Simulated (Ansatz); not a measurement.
C3H10N (SMILES CC[NH2+]C), charge +1, singlet, at a GFN2-xTB geometry; HF/STO-3G (Ansatz, an electronic-structure program).

Here is a job for Ansatz.
Ansatz 0.2 input:
```yaml
crystal:
  periodic: [false, false, false]
  atoms:
    - {symbol: C, position_ang: [1.21296475, -0.43505659, 1.05745699]}
    - {symbol: C, position_ang: [0.49340484, 0.73006851, 0.40560672]}
    - {symbol: N, position_ang: [-0.22912828, 0.30572748, -0.83364535]}
    - {symbol: C, position_ang: [-1.42679703, -0.52369353, -0.58580884]}
    - {symbol: H, position_ang: [1.90138003, -0.91149101, 0.36319589]}
    - {symbol: H, position_ang: [1.79585188, -0.06458150, 1.89576360]}
    - {symbol: H, position_ang: [0.52350240, -1.17871165, 1.44533444]}
    - {symbol: H, position_ang: [1.21504360, 1.49985744, 0.12601840]}
    - {symbol: H, position_ang: [-0.23433377, 1.16776361, 1.09065133]}
    - {symbol: H, position_ang: [0.42852521, -0.22443572, -1.42056931]}
    - {symbol: H, position_ang: [-0.51217892, 1.14132391, -1.35893829]}
    - {symbol: H, position_ang: [-2.12795182, 0.01940297, 0.04481675]}
    - {symbol: H, position_ang: [-1.91645003, -0.76834228, -1.52611082]}
    - {symbol: H, position_ang: [-1.14692605, -1.44878838, -0.08817373]}
basis:
  gaussian:
    orbitals: STO-3G
hamiltonian:
  xc: hf
total_charge: 1
```

The log (banner, timings and long lists left out):

```
Functional definition: HF
426 factors; integrals over basis functions are off by at most 3.9e-5 eV
mean field evaluation 1: about -4669.4035 eV, gradient 1.3e1 eV
mean field evaluation 2: about -4669.6793 eV, gradient 1.3e1 eV
mean field evaluation 4: about -4670.3371 eV, gradient 9.6e-1 eV
mean field evaluation 8: about -4670.3400 eV, gradient 2.3e-5 eV
mean field -4670.34004957 eV, -171.6318311517 hartree, gradient 2.9e-5 eV, S^2 0.000000; 0 other end points of the search recorded, 0 dependent functions left out
reference -4670.34004957 eV, -171.6318311517 hartree; 17, 17 occupied and 13, 13 virtual orbitals, 426 factors
Total energy: -4670.34004957 eV, -171.6318311517 hartree
```
